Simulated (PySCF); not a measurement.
## BHandHLYP on H (hydrogen, neutral)

Configuration: 2p1, 2P determinant (an excited configuration). Computed with PySCF 2.14 in dyall-av3z (10s3p2d, 29 functions), with the non-relativistic Hamiltonian (point nucleus).

```
Total energy                                                  : -0.1121 hartree
One-electron energy                                           : -0.1030 hartree
Hartree (Coulomb) energy                                      : 0.1358 hartree
Exchange-correlation energy                                   : -0.1449 hartree
Kinetic energy                                                : 0.22019 hartree
⟨S²⟩                                                          : 0.7500
⟨L²⟩                                                          : 2.000
Sum of ⟨r⟩                                                    : 3.589 bohr
Sum of ⟨r²⟩                                                   : 14.42 bohr²
Traceless quadrupole moment −½Σ⟨3z² − r²⟩ along its main axis : -5.77 e·bohr²
Density at the nucleus (Gaussians lack the cusp)              : 0 bohr⁻³
Langevin diamagnetic susceptibility                           : -11.4 ×10⁻⁶ cm³/mol
```

| shell | electrons | mean orbital energy (eV) | rms radius, mean of both spins (bohr) |
| --- | --- | --- | --- |
| 2p α | 1 | -1.747 | 3.80 |

For one electron the Hartree and exchange-correlation energies should cancel; what remains is the self-interaction error. The outer electron is Rydberg-like, and this basis confines it to a smaller radius and binds it less than a complete one would.
